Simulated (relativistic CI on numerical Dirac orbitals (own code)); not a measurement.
**d2 in a ligand field**

Computed with a parametric ligand-field model of a d^n configuration (Racah B and C, spin-orbit zeta, crystal field), exact diagonalisation.

Field parameters in Wybourne normalisation: D4h B²₀ = −7Ds, B⁴₀ = 21(Dq − Dt), B⁴₄ = 21√(5/14) Dq; Oh B⁴₀ = 21Dq, B⁴₄ = √(5/14) B⁴₀. The field is a parameter set, without covalency.

(1) Ground term and bands for B = 570, C = 2490, ζ = 0 cm⁻¹, Oh, 10Dq = 31850 cm⁻¹?

(2) Ground term and bands for B = 700, C = 3470, ζ = 0 cm⁻¹, D4h, 10Dq = 18300, Ds = -1500, Dt = 690 cm⁻¹?

(3) A d2 ion in Oh symmetry has the ground term 3T1 and bands at 1T2 5171 cm⁻¹ (1934 nm), 1E 5253 cm⁻¹ (1904 nm), 3T2 6654 cm⁻¹ (1503 nm), 3T1 10707 cm⁻¹ (934 nm), 1A1 10824 cm⁻¹ (924 nm), 3A2 13904 cm⁻¹ (719 nm). Which parameters reproduce them?

(4) Ground term and bands for B = 400, C = 1740, ζ = 0 cm⁻¹, Oh, 10Dq = 5000 cm⁻¹?

(5) Ground term and bands for B = 310, C = 1560, ζ = 0 cm⁻¹, D4h, 10Dq = 12650, Ds = -1490, Dt = -310 cm⁻¹?

Results:

(1) Ground term 3T1 with 0.01 electrons in the two orbitals of the cubic e set. Spin-allowed: 3T2 30454 cm⁻¹ (328 nm), 3T1 37607 cm⁻¹ (266 nm), 3A2 62304 cm⁻¹ (161 nm). Lowest spin-forbidden: 1T2 8589 cm⁻¹ (1164 nm), 1E 8652 cm⁻¹ (1156 nm), 1A1 20025 cm⁻¹ (499 nm).

(2) Ground term 3E with 0.02 electrons in the two orbitals of the cubic e set. Spin-allowed: 3A2 6904 cm⁻¹ (1448 nm), 3B2 11451 cm⁻¹ (873 nm), 3E 17376 cm⁻¹ (576 nm), 3A2 18998 cm⁻¹ (526 nm). Lowest spin-forbidden: 1A1 6426 cm⁻¹ (1556 nm), 1E 11473 cm⁻¹ (872 nm), 1B2 18642 cm⁻¹ (536 nm).

(3) B = 310, C = 1570, ζ = 0 cm⁻¹, Oh, 10Dq = 7250 cm⁻¹.

(4) Ground term 3T1 with 0.06 electrons in the two orbitals of the cubic e set. Spin-allowed: 3T2 4424 cm⁻¹ (2260 nm), 3A2 9424 cm⁻¹ (1061 nm), 3T1 9849 cm⁻¹ (1015 nm). Lowest spin-forbidden: 1T2 6119 cm⁻¹ (1634 nm), 1E 6308 cm⁻¹ (1585 nm), 1T2 11490 cm⁻¹ (870 nm).

(5) Ground term 3E with 0.01 electrons in the two orbitals of the cubic e set. Spin-allowed: 3A2 2741 cm⁻¹, 3E 12583 cm⁻¹ (795 nm), 3A2 13037 cm⁻¹ (767 nm), 3B2 16479 cm⁻¹ (607 nm). Lowest spin-forbidden: 1A1 3356 cm⁻¹ (2980 nm), 1E 5065 cm⁻¹ (1974 nm), 1B2 7987 cm⁻¹ (1252 nm).
